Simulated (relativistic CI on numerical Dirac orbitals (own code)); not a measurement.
# How well does a small relativistic CI reproduce Sn VI?

Method of calculation: Dirac-Coulomb-Breit CI, KLI orbitals optimised for each configuration, model QED (radiative potential, 1s self-energy scaled to tabulated hydrogen-like ionisation energies), valence Slater integrals scaled by 0.85, P86 correlation energy added to each configuration (own radial code, finite nucleus).

Configurations in the expansion (outside the closed core [Ar] 3d10): 4s2 4p6 4d9, 4s2 4p6 4d8 5s, 4s2 4p6 4d8 4f, 4s2 4p6 4d8 5p, 4s2 4p5 4d10, 4s2 4p6 4d8 5d, 4s2 4p6 4d8 6s, 4s2 4p6 4d8 6p, 4s2 4p6 4d8 5f, 4s2 4p6 4d8 6d, 4s2 4p6 4d7 5s 5p, 4s 4p6 4d10, 4s2 4p6 4d8 5g, 4s2 4p6 4d8 6f, 4s2 4p6 4d7 5s2, 4s2 4p6 4d6 4f 5s2, 4s2 4p6 4d6 5s2 5p, 4s2 4p6 4d6 5s2 5d, 4s2 4p6 4d6 5s2 6s. Double excitations out of closed p, d and f shells are left out; levels of such configurations are missing from the list, as are those of other unlisted configurations, and high levels can miss mixing partners.

| Configuration | Term (tabulated) | J | Measured (cm⁻¹) | Computed | Error | Purity (%) |
| --- | --- | --- | --- | --- | --- | --- |
| 4s2 4p6 4d9 | 2D | 5/2 | 0.0 | 0 | 0 | 100 |
| 4s2 4p6 4d9 | 2D | 3/2 | 8715.0 | 8458 | -257 | 100 |
| 4s2 4p6 4d8 5s | 4F | 9/2 | 217873.0 | 225131 | 7258 | 99 |
| 4s2 4p6 4d8 5s | 4F | 7/2 | 221943.1 | 229168 | 7225 | 80 |
| 4s2 4p6 4d8 5s | 4F | 5/2 | 226585.5 | 233713 | 7128 | 91 |
| 4s2 4p6 4d8 5s | 4F | 3/2 | 228086.9 | 235303 | 7216 | 79 |
| 4s2 4p6 4d8 5s | 2F | 7/2 | 230069.5 | 237313 | 7243 | 79 |
| 4s2 4p6 4d8 5s | 4P | 1/2 | 240213.8 | 248556 | 8343 | 97 |
| 4s2 4p6 4d8 5s | 2D | 5/2 | 246529.8 | 254008 | 7478 | 61 |
| 4s2 4p6 4d8 5s | 2G | 9/2 | 248698.8 | 255876 | 7177 | 99 |
| 4s2 4p6 4d8 5s | 2G | 7/2 | 248907.0 | 256072 | 7165 | 98 |
| 4s2 4p6 4d8 5s | 2P † | 1/2 | 248997.6 | 257385 | 8388 | 97 |
| 4s2 4p6 4d8 5s | 2P † | 3/2 | 249381.2 | 257451 | 8070 | 72 |
| 4s2 4p6 4d8 5s | 2S | 1/2 | 283847.9 | 290522 | 6674 | 94 |
| 4s2 4p6 4d8 5p | 4D° | 7/2 | 303941.8 | 310102 | 6161 | 80 |
| 4s2 4p6 4d8 5p | 4D° | 5/2 | 311448.4 | 317494 | 6045 | 79 |
| 4s2 4p6 4d8 5p | 4G° | 7/2 | 313913.0 | 319945 | 6032 | 66 |
| 4s2 4p6 4d8 5p | 4G° | 11/2 | 315238.1 | 320900 | 5662 | 98 |
| 4s2 4p6 4d8 5p | 4D° | 3/2 | 317515.3 | 323705 | 6190 | 73 |
| 4s2 4p6 4d8 5p | 4F° | 9/2 | 318648.6 | 324200 | 5551 | 71 |
| 4s2 4p6 4d8 5p | 4D° | 1/2 | 319409.2 | 325435 | 6026 | 85 |
| 4s2 4p6 4d8 5p | 2F° | 7/2 | 319827.8 | 325661 | 5834 | 59 |
| 4s2 4p6 4d8 5p | 4P° | 1/2 | 324074.7 | 331150 | 7075 | 85 |
| 4s2 4p6 4d8 5p | 2H° | 9/2 | 333832.6 | 339891 | 6059 | 91 |
| 4s2 4p6 4d8 5p | 4D° | 1/2 | 335354.1 | 341874 | 6520 | 83 |
| 4s2 4p6 4d8 5p | 2P° | 3/2 | 339433.0 | 345326 | 5893 | 59 |
| 4s2 4p6 4d8 5p | 2P° | 3/2 | 341620.5 | 348193 | 6572 | 58 |
| 4s2 4p6 4d8 5p | 2H° | 11/2 | 342540.9 | 348080 | 5540 | 98 |
| 4s2 4p6 4d8 5p | 2D° | 3/2 | 344338.7 | 350953 | 6614 | 74 |
| 4s2 4p6 4d8 5p | 2S° | 1/2 | 344811.6 | 351861 | 7049 | 67 |
| 4s2 4p6 4d8 5p | 4S° | 3/2 | 347213.1 | 353633 | 6420 | 85 |
| 4s2 4p6 4d8 5p | 2G° | 7/2 | 351018.7 | 356566 | 5547 | 86 |
| 4s2 4p6 4d8 5p | 2G° | 9/2 | 352133.8 | 357606 | 5472 | 93 |
| 4s2 4p6 4d8 5p | 2P° | 3/2 | 382342.2 | 387377 | 5035 | 94 |
| 4s2 4p6 4d8 5d | 4D | 7/2 | 440371.7 | 443442 | 3070 | 84 |
| 4s2 4p6 4d8 5d | 4H | 13/2 | 443127.8 | 445764 | 2636 | 98 |
| 4s2 4p6 4d8 5d | 4G | 11/2 | 444550.5 | 447268 | 2717 | 75 |

Measured levels from Moore, Atomic Energy Levels, vol. III, NSRDS-NBS 35 (1971 reprint of NBS Circular 467, 1958); Atoms 5, 47 (2017), spectrum Sn VI; pairs were made by configuration, J and term (by order where the table uses no LS term), so strongly mixed levels may be paired wrongly. The analysis dates from before 1960.

Mean error by configuration (cm⁻¹): 4s2 4p6 4d9 -257; 4s2 4p6 4d8 5s 7291; 4s2 4p6 4d8 5p 6065; 4s2 4p6 4d8 5d 2808. Over the excited levels the mean absolute error is 5967 cm⁻¹ (36 of the 69 excited levels that our extract of the source holds in range could be paired, and the others can miss by more), and the median relative error of those above 1,000 cm⁻¹ is 1.9 %. † marks terms whose computed intervals miss the measured ones by more than a factor of 2.5, or configurations far off the rest, from wrong mixing, a near crossing or a doubtful label or measurement; they are left out of the means.
